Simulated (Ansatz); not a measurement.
Worked example: CH2N2 + B(CH3)2(OH) → HOCN + B(CH3)2(NH2)

Species: CH2N2 (cyanamide) `N#CN`, singlet; B(CH3)2(OH), singlet; HOCN (cyanic acid) `N#CO`, singlet; B(CH3)2(NH2), singlet. The partners trade NH2 for OH: C–NH2 and B–OH bonds give way to C–OH and B–NH2.

Shapes, held fixed at every level: PBE0-D4/def2-TZVP. Programs: Ansatz 0.2.0. The zero-point and thermal change to 298 K, harmonic and unscaled (PBE0-D4/def2-TZVP), is +0.1 kJ/mol.

At CCSD(T)/CBS estimate; 1 Eh = 2625.50 kJ/mol:

| species | energy (Eh) |
| --- | --- |
| CH2N2 | -148.627643 |
| B(CH3)2(OH) | -180.363489 |
| HOCN | -168.480999 |
| B(CH3)2(NH2) | -160.489878 |

**Question.** Work out ΔH(298 K) of the reaction at this level.

**Answer.** 
1. Products less reactants: (-168.480999) + (-160.489878) − [(-148.627643) + (-180.363489)] = 0.020255 Eh = +53.2 kJ/mol.
2. With the thermal change: +53.2 + (+0.1) = +53.3 kJ/mol.

Other levels give +53.0 (r2SCAN-D4/def2-TZVPP) to +56.4 kJ/mol (BHLYP-D4/def2-TZVPP). No measured value is set beside it here. The CBS estimate extrapolates MP2 from def2-TZVPP and def2-QZVPP and adds CCSD(T) − MP2 in the triple-zeta set, cores frozen.
